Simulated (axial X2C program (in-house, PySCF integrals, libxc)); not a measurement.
**What spin–orbit coupling does to YO**

Calculated with an axial X2C code built on PySCF integrals. Spin-free means the one-electron spin-free X2C Hamiltonian; two-component (2c) means X2C with spin–orbit coupling and atomic mean-field two-electron Coulomb and Gaunt terms, so the difference of the two also holds small scalar two-electron terms. Basis: Y dyall-cv3z [11s12p9d6f3g], O dyall-av3z [7s6p3d2f] (cores contracted in-house); Gaussian nuclei, density fitting, unrestricted open shells. Masses: Y 88.906 u, O 15.995 u.

Spin-free state: M_S = 1/2, Λ = 0 (beyond evenly filled blocks: σα); fragments Y + O.

| level | Re (Å) | ωe (cm⁻¹) | De (eV) | μ (D) |
| --- | --- | --- | --- | --- |
| PBE0 | 1.773 | 890.6 | 7.304 | -4.44 |
| HF | 1.772 | 908.7 | 4.099 | -4.84 |
| CCSD(T) | 1.815 | 833.7 | 7.087 | n/a |
| PBEsol | 1.783 | 867.7 | 8.400 | -4.28 |

Correlated methods: 9 electrons correlated (number of frozen shells: Y 4 s, 3 p, 1 d; O 1 s), 309 virtual spin orbitals or spinors in MP2, 89 natural virtuals in coupled cluster.

Dipoles are positive if O is the positive end.

Two-component determinant lowest at the distance of the search:

Ω = 1/2 (⟨Sz⟩ = 0.50, ⟨Lz⟩ = 0.00 at HF); fragments Y + O.

```
  level  Re (Å)  ωe (cm⁻¹)  μ (D)
   PBE0   1.773      890.8  -4.43
     HF   1.772      908.8  -4.83
CCSD(T)   1.815      834.2    n/a
 PBEsol   1.783      867.9  -4.27
```

From the two tables, how do the constants change at the CCSD(T) level (2c against spin-free)?

At the CCSD(T) level Re is unchanged within 0.001 Å and ωe rises by 0.5 cm⁻¹.

Occupations by symmetry block were frozen at the best pattern of an incomplete PBE0 search. De is counted from the lowest determinant-based energies of the atoms at the same level, without counterpoise correction. De is not given where an atomic determinant may have missed its ground term or J level, or where the truncated virtual space spoils (T). Density functionals use the spin component along the axis (collinear). Coupled cluster ran in a truncated set of natural virtual spinors; the MP2 energy of the rest was added. (T) has no such correction and the atoms are truncated less, which lowers De at CCSD(T) by a hundredth of an eV or more. The functionals have no current-density term, which raises determinants with orbital currents, atoms included. The outer-core s and p shells of the metal are frozen in the correlated rows, which leaves out core–valence correlation; for alkali and alkaline-earth bonds that tends to lengthen them. The stretched end of a curve changes character and is left out. With the outer-core shells frozen, correlated bond lengths of heavy atoms tend to come out a few hundredths of an ångström too long.
